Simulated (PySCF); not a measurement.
## CH9ClSi3

The system: CH9ClSi3, a small molecule; neutral, singlet. The structure, one conformer, was relaxed in the gas phase by PBE0-D3(BJ)/def2-SVP. No frequency run checks that it is a minimum.

SMILES: [SiH3]C[SiH]([SiH3])Cl

Coordinates in Å:
```
Si1    -0.686   -0.947    0.611
Si2    -2.158    0.672   -0.230
C3      0.968   -0.972   -0.267
Si4     1.955    0.635   -0.232
Cl5    -0.373   -0.458    2.617
H6     -1.309   -2.305    0.587
H7     -2.309    0.521   -1.712
H8     -3.496    0.507    0.413
H9     -1.634    2.038    0.069
H10     1.582   -1.779    0.169
H11     0.780   -1.245   -1.321
H12     2.332    0.994    1.166
H13     3.198    0.491   -1.049
H14     1.132    1.742   -0.810
```

Shieldings: GIAO PBE0/pcSseg-1. Shifts are against computed references at the same level: C TMS (σ 184.4 ppm), H TMS (σ 31.27 ppm), Si TMS (σ 352.0 ppm). Core levels by delta-SCF with SCAN, pcX-2 on the ionised atom and pcseg-1 elsewhere, spin-free X2C (2p3/2 is the spin-free 2p value less a third of a first-order spin-orbit splitting); from the vacuum level, for chosen atoms.

Give the NMR and core-level values of the distinct atoms.


```tsv
atoms	bonded to	σ (ppm)	δ (ppm)	core level (eV)
Si1	1 C + 1 Cl + 1 Si + 1 H	341.7	10.2	2p3/2 107.33
Si2	1 Si + 3 H	456.0	-104.0	2p3/2 106.66
C3	2 Si + 2 H	189.2	-4.8	1s 290.19
Si4	1 C + 3 H	423.3	-71.3	2p3/2 106.82
Cl5	1 Si	981.2	-	2p3/2 205.65
H6	1 Si	25.64	5.63	-
H7 H8 H9	1 Si	27.67	3.60	-
H10	1 C	30.67	0.59	-
H11	1 C	31.47	-0.20	-
H12 H13 H14	1 Si	27.20	4.06	-
```

Values are those of this one static structure, with the three H of a rotating XH3 group averaged; atoms that internal rotation interchanges would show their mean in an NMR spectrum.

Which of Si1, Si2, Si4 holds its core electrons tightest, and by how much against the loosest?

Si1 (bonded to 1 C + 1 Cl + 1 Si + 1 H), by 0.67 eV over Si2 (bonded to 1 Si + 3 H).

By CAM-B3LYP/def2-SVPD (TDDFT singlets, Tamm-Dancoff triplets, ionisation by delta-SCF), where does absorption start, and what does vertical ionisation take?

The lowest singlet lies at 6.53 eV (f 0.019), the strongest of the first 6 at 7.79 eV (f 0.310), the lowest triplet at 5.84 eV; vertical ionisation takes 10.04 eV.

The 3 runs behind this took 79 s in all, one thread each of AMD EPYC 9R45 96-Core on a shared host, launched as `OMP_NUM_THREADS=1 python cluster_run.py task.json out`.
